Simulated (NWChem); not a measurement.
System: C$_{2}$H$_{8}$N cation; SMILES CC[NH3+]

Input file for NWChem:

```
start job
memory heap 200 mb stack 900 mb global 1100 mb
charge 1
geometry units angstroms noautosym nocenter noautoz
  C      0.276312    -1.303644     0.000000
  C     -0.610380    -0.070355     0.000000
  N      0.240108     1.205058     0.000000
  H     -0.364416    -2.190533     0.000000
  H      0.908462    -1.355498    -0.893180
  H      0.908462    -1.355498     0.893180
  H     -1.241810    -0.004287     0.888808
  H     -1.241810    -0.004287    -0.888808
  H     -0.339432     2.054145     0.000000
  H      0.849351     1.244005     0.827370
  H      0.849351     1.244005    -0.827370
end
basis spherical
  * library 6-31g*
end
dft
  xc xpbe96 cpbe96
  iterations 150
end
cosmo
  do_cosmo_smd true
  solvent water
end
task dft energy
```

Geometry: optimised at B3LYP/6-31G* (spherical d). Solvent: water.

Level: PBE/6-31G* with SMD (1 M gas to 1 M solution), gas-phase geometry. Reactions with the solvent are ignored.

Task: What results follow from this input? (PBE/6-31G* (spherical d), SMD on the gas-phase geometry.) Quantities: solvation free energy (kcal/mol); cavity-dispersion-structure term (kcal/mol).

Result: The solvation free energy (kcal/mol) is -69.2 and the cavity-dispersion-structure term (kcal/mol) is 3.3.
